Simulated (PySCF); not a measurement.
SMILES C[Si]N(C)C (C3H9NSi) (PBE0/def2-SVP optimised geometry):

```
14

Si     0.026    -1.214     0.000
C      1.945    -1.214     0.000
H      2.367    -0.715    -0.890
H      2.307    -2.254    -0.002
H      2.367    -0.719     0.893
N     -0.321     0.490     0.000
C     -1.708     0.906     0.000
C      0.586     1.614     0.000
H     -1.947     1.516     0.891
H     -1.947     1.516    -0.891
H     -2.367     0.025     0.000
H      0.431     2.251    -0.890
H      0.427     2.254     0.888
H      1.632     1.284     0.003
```

Calculation: PBE0/def2-TZVP run with PySCF.

### Question
What are the frontier orbital energies and the dipole moment?

### Answer
HOMO-2 -9.23 eV, HOMO-1 -7.04 eV, HOMO -5.94 eV, LUMO -1.18 eV, LUMO+1 1.05 eV; dipole moment 2.02 D.

Meta-Löwdin charges at PBE0/def2-TZVP: Si1 0.36, C2 -0.60, H3 0.12, H4 0.13, H5 0.12, N6 -0.32, C7 -0.23, C8 -0.24, H9 0.10, H10 0.10, H11 0.13, H12 0.11, H13 0.11, H14 0.12.
